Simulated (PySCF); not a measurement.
**Dipole polarisabilities along group 13, charge +2**

Calculated with PySCF 2.14 for the ground configurations, without spin-orbit coupling: coupled response for Hartree-Fock and DFT. Mean α in bohr³, C₆ of like pairs in atomic units.

```csv
species,α UHF,α PBE,α PBE0,C₆ UHF,C₆ PBE,C₆ PBE0
"B²⁺ [He] 2s1 (x2c-TZVPPall with one added diffuse shell each of s, p, d type, spin-free X2C)",7.905,6.988,7.197,11.05,9.229,9.634
"Al²⁺ [Ne] 3s1 (x2c-TZVPPall with one added diffuse shell each of s, p, d type, spin-free X2C)",15.33,13.66,14.18,43.73,36.90,38.94
"Ga²⁺ [Ar] 3d10 4s1 (x2c-TZVPPall with one added diffuse shell each of s, p, d type, spin-free X2C)",11.97,9.316,9.860,35.31,26.42,28.06
"In²⁺ [Kr] 4d10 5s1 (x2c-TZVPPall with one added diffuse shell each of s, p, d, f type, spin-free X2C)",17.38,13.31,14.06,81.63,63.62,66.64
"Tl²⁺ [Xe] 4f14 5d10 6s1 (x2c-TZVPPall with one added diffuse shell each of s, p, d, f type, spin-free X2C)",14.54,12.13,12.50,89.00,78.08,79.45
```
